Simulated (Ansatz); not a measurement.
Born–Oppenheimer molecular dynamics of C2HBO (5 atoms, charge 0, multiplicity 1). It goes on from the last frame of an earlier run, with new velocities.

The calculation used RKS PBE-D4/def2-SVP in Ansatz.

```yaml
ensemble: NVE (Milne-controlled integrator)
time_step: 0.25 fs
steps_asked: 250
starting_velocities_drawn_for: 700 K
masses: H 3.016 u
seed: 917826
```

First frame:

```xyz
5
Properties=species:S:1:pos:R:3
O -1.327 -1.022 0.523
C -0.223 -0.560 0.589
B 1.137 -0.180 0.481
C 0.473 0.606 -0.413
H -0.160 1.122 -1.189
```

How far do the bonds stretch over the last three quarters of this one trajectory? (Pairs bonded in most of those frames.)


```csv
bond,mean (Å),spread (Å),shortest,longest
O1–C2,1.172,0.025,1.13,1.22
C2–B3,1.464,0.037,1.39,1.52
B3–C4,1.365,0.022,1.33,1.40
C4–H5,1.099,0.025,1.05,1.15
```

Mean temperature of the second half: 910 K. The conserved energy stayed within 0.0022 meV per atom of its start (net change 0.0012 meV per atom), so the integration is sound. A run of 0.062 ps of so small a system gives no equilibrium averages. The orbitals stay closed-shell, which can raise the energy where a bond breaks towards radicals; this wasn't checked here.

Time of the run: 2.7 min on 1 CPU thread of a shared host.
